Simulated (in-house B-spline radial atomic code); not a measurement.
Checks on a self-consistent run for Nd5+, [Kr] 4d10 4f2 5s2 5p4 7d1. Computed with a radial B-spline atomic code at the basis-set limit: Dirac-Hartree-Fock, average of configuration, Fermi nucleus of rms radius 4.9123 fm.

| orbital | q | ε (Eh) | <1/r> | <r²> | small-component weight |
| --- | --- | --- | --- | --- | --- |
| 1s1/2 | 2 | -1613.36820 | 66.0444 | 0.000759706 | 0.049538 |
| 2s1/2 | 2 | -267.54154 | 15.6523 | 0.0119544 | 0.010847 |
| 2p1/2 | 2 | -252.60649 | 15.5918 | 0.00877266 | 0.010844 |
| 2p3/2 | 4 | -233.43881 | 14.024 | 0.0100177 | 0.010153 |
| 3s1/2 | 2 | -62.18453 | 5.68907 | 0.0802965 | 0.0033851 |
| 3p1/2 | 2 | -55.78352 | 5.59073 | 0.0755848 | 0.003313 |
| 3p3/2 | 4 | -51.87222 | 5.20155 | 0.0827669 | 0.0031273 |
| 3d3/2 | 4 | -40.87277 | 5.0569 | 0.0672069 | 0.0029883 |
| 3d5/2 | 6 | -40.03961 | 4.95836 | 0.0692353 | 0.0029332 |
| 4s1/2 | 2 | -15.49017 | 2.35161 | 0.410871 | 0.0010386 |
| 4p1/2 | 2 | -12.97788 | 2.24397 | 0.437806 | 0.00096744 |
| 4p3/2 | 4 | -12.11087 | 2.12313 | 0.474457 | 0.00091193 |
| 4d3/2 | 4 | -7.90908 | 1.90998 | 0.550727 | 0.00076375 |
| 4d5/2 | 6 | -7.75231 | 1.87836 | 0.5655 | 0.00074697 |
| 4f5/2 | 0.85714 | -3.22740 | 1.46358 | 0.871596 | 0.00047535 |
| 4f7/2 | 1.1429 | -3.21041 | 1.45389 | 0.882118 | 0.0004704 |
| 5s1/2 | 2 | -4.25470 | 0.963512 | 2.10522 | 0.00025278 |
| 5p1/2 | 1.3333 | -3.47955 | 0.887351 | 2.4573 | 0.00022211 |
| 5p3/2 | 2.6667 | -3.32254 | 0.848687 | 2.64048 | 0.00020887 |
| 7d3/2 | 0.4 | -0.67037 | 0.213729 | 44.609 | 2.7437e-05 |
| 7d5/2 | 0.6 | -0.66719 | 0.212561 | 45.0621 | 2.7246e-05 |

Electron-electron repulsion V_ee = 3357.1182 hartree.

Task: What total energy follows from the eigenvalues?

Result: The eigenvalues count the repulsion twice, so E = Σqε - V_ee = -6260.584 - 3357.118 = -9617.702 hartree; the run printed -9617.702.

Task: Does the Dirac virial theorem hold?

Result: For a point nucleus E = -2c²Σq·w, with w the small-component weight. Here Σq·w = 0.25605 and c = 137.0360, so the ratio E/(-2c²Σq·w) is 1.000098; the finite nucleus accounts for the departure from 1.

Task: What diamagnetic shielding (Lamb formula) and susceptibility (Langevin formula) do the radii give?

Result: σ = (α²/3)Σq<1/r> = 389.113/(3·137.036²) = 6906.9 ppm, and χ = -0.79199×10⁻⁶·Σq<r²> = -56.84×10⁻⁶ cm³/mol with Σq<r²> = 71.765 bohr². Both are non-relativistic formulas without the paramagnetism of open shells; for so heavy an element the full relativistic shielding is larger by tens of per cent.
